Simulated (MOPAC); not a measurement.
MOPAC input (PM7):

```
PM7 FORCE THERMO(298,298) PRECISE LET GEO-OK AUX(PRECISION=9) THREADS=1
H5ClSi2

Si   -1.72807716 1   -0.34465092 1    0.12884206 1
Si    0.42888591 1   -0.71649093 1    0.05011172 1
Cl    1.34856715 1    1.08737230 1   -0.18431281 1
H    -2.18405984 1    0.29408975 1   -1.10717412 1
H    -2.47881531 1   -1.59003139 1    0.29695976 1
H    -2.05632551 1    0.53553963 1    1.25187720 1
H     0.90466397 1   -1.35428552 1    1.28088512 1
H     0.77736412 1   -1.59491023 1   -1.07011864 1
```

From the output:

```
     H    8   0.177415   3.020290

          HEAT OF FORMATION =     -23.373876 KCALS/MOLE

          ZERO POINT ENERGY      27.042 KCAL/MOL

           NORMAL COORDINATE ANALYSIS (Total motion = 1 Angstrom)

   Root No.       1         2         3         4         5         6         7         8

                 1 A"      1 A'      2 A"      2 A'      3 A'      3 A"      4 A'      4 A"

                 117.2     134.3     423.7     429.2     508.9     542.1     575.3     653.5

           1    0.0000   -0.0600   -0.0000    0.1369   -0.0135   -0.0000   -0.0203    0.0000
           2   -0.0000   -0.0818    0.0000    0.0089    0.0348    0.0000   -0.0167   -0.0000
           3    0.0024    0.0000   -0.0037   -0.0000    0.0000   -0.0274   -0.0000    0.0128
           4   -0.0000   -0.0529   -0.0000   -0.1224    0.0286    0.0000    0.0568    0.0000
           5    0.0000    0.0689    0.0000    0.0468    0.0060   -0.0000    0.1390   -0.0000
           6   -0.0218    0.0000   -0.0216    0.0000    0.0000    0.0313    0.0000    0.0062
           7    0.0000    0.0986    0.0000   -0.0131   -0.0107   -0.0000   -0.0318   -0.0000
           8   -0.0000    0.0189   -0.0000   -0.0398   -0.0205    0.0000   -0.1093    0.0000
           9    0.0163   -0.0000    0.0058   -0.0000   -0.0000   -0.0062    0.0000   -0.0103
          10   -0.0222   -0.1317   -0.1635    0.0447   -0.2065   -0.2343    0.0964    0.0713
          11   -0.2548   -0.1336    0.0112   -0.0498   -0.1325    0.0069    0.0827   -0.0124
          12   -0.1349    0.0019    0.0780    0.0002   -0.0053    0.0864    0.0053   -0.0282
          13    0.0000    0.0841    0.0000    0.2598    0.3738    0.0000   -0.2071   -0.0000
          14   -0.0000   -0.1391   -0.0000   -0.0487   -0.1267   -0.0000    0.0678    0.0000
          15    0.3037   -0.0000    0.0638   -0.0000   -0.0000    0.0982    0.0000   -0.0342
          16    0.0222   -0.1317    0.1635    0.0447   -0.2065    0.2343    0.0964   -0.0713
          17    0.2548   -0.1336   -0.0112   -0.0498   -0.1325   -0.0069    0.0827    0.0124
          18   -0.1349   -0.0018    0.0780   -0.0002    0.0053    0.0864   -0.0053   -0.0282
          19    0.0071   -0.0713   -0.2057   -0.1457   -0.0036    0.0691    0.0583   -0.2650
          20   -0.0168    0.0496    0.1073   -0.0017   -0.0115   -0.1309    0.1018   -0.2844
          21   -0.0342   -0.0005    0.1401   -0.0068    0.0031   -0.0810   -0.0190   -0.0381
          22   -0.0071   -0.0713    0.2057   -0.1457   -0.0036   -0.0691    0.0583    0.2650
          23    0.0168    0.0496   -0.1073   -0.0017   -0.0115    0.1309    0.1018    0.2844
          24   -0.0342    0.0005    0.1401    0.0068   -0.0031   -0.0810    0.0190   -0.0381

   Root No.       9        10        11        12        13        14        15        16

                 5 A'      6 A'      7 A'      8 A'      5 A"      6 A"      7 A"      9 A'

                 732.4     830.4     836.3     854.5     858.6    2276.5    2280.9    2281.3

           1    0.0014   -0.0138   -0.0183   -0.0026   -0.0000    0.0000   -0.0000    0.0009
           2    0.0072   -0.0010    0.0033   -0.0160    0.0000   -0.0000    0.0000   -0.0205
           3    0.0000   -0.0000   -0.0000    0.0000   -0.0180    0.0049   -0.0215    0.0000
           4   -0.0292    0.0056   -0.0085   -0.0026   -0.0000   -0.0000   -0.0000   -0.0009
           5   -0.0148   -0.0094    0.0060    0.0000    0.0000    0.0000    0.0000    0.0009
           6    0.0000    0.0000    0.0000   -0.0000   -0.0012   -0.0215   -0.0056   -0.0000
           7    0.0045   -0.0001    0.0005   -0.0001   -0.0000   -0.0000    0.0000   -0.0000
           8   -0.0081   -0.0016    0.0016    0.0007    0.0000    0.0000   -0.0000    0.0000
           9   -0.0000   -0.0000    0.0000    0.0000   -0.0001   -0.0002   -0.0001    0.0000
          10   -0.0337    0.1482    0.1828   -0.0480    0.1428   -0.0350    0.1402   -0.0900
          11   -0.0200    0.0449   -0.0080    0.2791    0.2140    0.0458   -0.1848    0.1085
          12   -0.0014   -0.0408   -0.0899    0.1854    0.0536   -0.0765    0.3090   -0.2064
          13    0.0119    0.1558    0.1601    0.1700    0.0000    0.0000   -0.0000    0.1497
          14   -0.0004   -0.0643   -0.0654   -0.0744   -0.0000   -0.0000   -0.0000    0.3654
          15    0.0000   -0.0000   -0.0000   -0.0000    0.4295    0.0028   -0.0112    0.0000
          16   -0.0337    0.1482    0.1828   -0.0480   -0.1428    0.0350   -0.1402   -0.0900
          17   -0.0200    0.0449   -0.0080    0.2791   -0.2140   -0.0458    0.1848    0.1085
          18    0.0014    0.0408    0.0899   -0.1854    0.0536   -0.0765    0.3090    0.2064
          19    0.3365   -0.1106    0.1012    0.0362   -0.0114    0.1466    0.0353    0.0150
          20    0.2679    0.1606   -0.1174   -0.0314   -0.0057   -0.1848   -0.0449   -0.0189
          21   -0.0029    0.1440   -0.1172   -0.0344    0.0006    0.3100    0.0752    0.0340
          22    0.3365   -0.1106    0.1012    0.0362    0.0114   -0.1466   -0.0353    0.0150
          23    0.2679    0.1606   -0.1174   -0.0314    0.0057    0.1848    0.0449   -0.0189
          24    0.0029   -0.1440    0.1172    0.0344    0.0006    0.3100    0.0752   -0.0340

   Root No.      17        18

                10 A'     11 A'

                2287.8    2293.3

           1   -0.0016   -0.0098
           2   -0.0030   -0.0015
           3   -0.0000   -0.0000
           4    0.0091   -0.0025
           5   -0.0122    0.0022
           6    0.0000    0.0000
           7    0.0001    0.0000
           8   -0.0002    0.0001
           9   -0.0000   -0.0000
          10    0.0116    0.0889
          11   -0.0189   -0.1238
          12    0.0301    0.2128
          13    0.0456    0.1120
          14    0.1181    0.2926
          15    0.0000    0.0000
          16    0.0116    0.0889
          17   -0.0189   -0.1238
          18   -0.0301   -0.2128
          19   -0.1395    0.0274
          20    0.1765   -0.0338
          21   -0.3184    0.0610
          22   -0.1395    0.0274
          23    0.1765   -0.0338
          24    0.3184   -0.0610

           MASS-WEIGHTED COORDINATE ANALYSIS (NORMAL COORDINATES)

   Root No.       1         2         3         4         5         6         7         8

                 1 A"      1 A'      2 A"      2 A'      3 A'      3 A"      4 A'      4 A"

                 117.2     134.3     423.7     429.2     508.9     542.1     575.3     653.5

           1    0.0000   -0.3226   -0.0000    0.6635   -0.1192   -0.0000   -0.0976    0.0000
           2   -0.0000   -0.4398    0.0000    0.0430    0.3074    0.0000   -0.0803   -0.0000
           3    0.0235    0.0000   -0.0402   -0.0000    0.0000   -0.2947   -0.0000    0.1181
           4   -0.0000   -0.2846   -0.0000   -0.5932    0.2525    0.0000    0.2723    0.0000
           5    0.0000    0.3707    0.0000    0.2270    0.0526   -0.0000    0.6667   -0.0000
           6   -0.2151    0.0000   -0.2373    0.0000    0.0000    0.3363    0.0000    0.0568
           7    0.0000    0.5957    0.0000   -0.0716   -0.1056   -0.0000   -0.1712   -0.0000
           8   -0.0000    0.1143   -0.0000   -0.2169   -0.2036    0.0000   -0.5889    0.0000
           9    0.1814   -0.0000    0.0717   -0.0000   -0.0000   -0.0744    0.0000   -0.1065
          10   -0.0415   -0.1342   -0.3399    0.0411   -0.3451   -0.4773    0.0877    0.1246
          11   -0.4772   -0.1361    0.0232   -0.0457   -0.2214    0.0140    0.0751   -0.0217
          12   -0.2525    0.0019    0.1622    0.0002   -0.0089    0.1761    0.0049   -0.0492
          13    0.0000    0.0857    0.0000    0.2386    0.6246    0.0000   -0.1882   -0.0000
          14   -0.0000   -0.1417   -0.0000   -0.0447   -0.2117   -0.0000    0.0616    0.0000
          15    0.5687   -0.0000    0.1326   -0.0000   -0.0000    0.2000    0.0000   -0.0598
          16    0.0415   -0.1342    0.3399    0.0411   -0.3451    0.4773    0.0877   -0.1246
          17    0.4772   -0.1361   -0.0232   -0.0457   -0.2214   -0.0140    0.0751    0.0217
          18   -0.2525   -0.0019    0.1622   -0.0002    0.0089    0.1761   -0.0049   -0.0492
          19    0.0132   -0.0726   -0.4275   -0.1338   -0.0060    0.1407    0.0529   -0.4630
          20   -0.0315    0.0505    0.2231   -0.0016   -0.0191   -0.2667    0.0925   -0.4968
          21   -0.0641   -0.0005    0.2912   -0.0062    0.0051   -0.1651   -0.0173   -0.0666
          22   -0.0132   -0.0726    0.4275   -0.1338   -0.0060   -0.1407    0.0529    0.4630
          23    0.0315    0.0505   -0.2231   -0.0016   -0.0191    0.2667    0.0925    0.4968
          24   -0.0641    0.0005    0.2912    0.0062   -0.0051   -0.1651    0.0173   -0.0666

   Root No.       9        10        11        12        13        14        15        16

                 5 A'      6 A'      7 A'      8 A'      5 A"      6 A"      7 A"      9 A'

                 732.4     830.4     836.3     854.5     858.6    2276.5    2280.9    2281.3

           1    0.0118   -0.1603   -0.2148   -0.0258   -0.0000    0.0000   -0.0000    0.0088
           2    0.0593   -0.0121    0.0391   -0.1599    0.0000   -0.0000    0.0000   -0.1990
           3    0.0000   -0.0000   -0.0000    0.0000   -0.1645    0.0450   -0.1974    0.0000
           4   -0.2416    0.0654   -0.0997   -0.0262   -0.0000   -0.0000   -0.0000   -0.0085
           5   -0.1220   -0.1098    0.0711    0.0000    0.0000    0.0000    0.0000    0.0091
           6    0.0000    0.0000    0.0000   -0.0000   -0.0108   -0.1961   -0.0515   -0.0000
           7    0.0415   -0.0014    0.0063   -0.0006   -0.0000   -0.0000    0.0000   -0.0002
           8   -0.0750   -0.0203    0.0207    0.0076    0.0000    0.0000   -0.0000    0.0003
           9   -0.0000   -0.0000    0.0000    0.0000   -0.0014   -0.0023   -0.0006    0.0000
          10   -0.0529    0.3265    0.4075   -0.0909    0.2479   -0.0604    0.2440   -0.1654
```
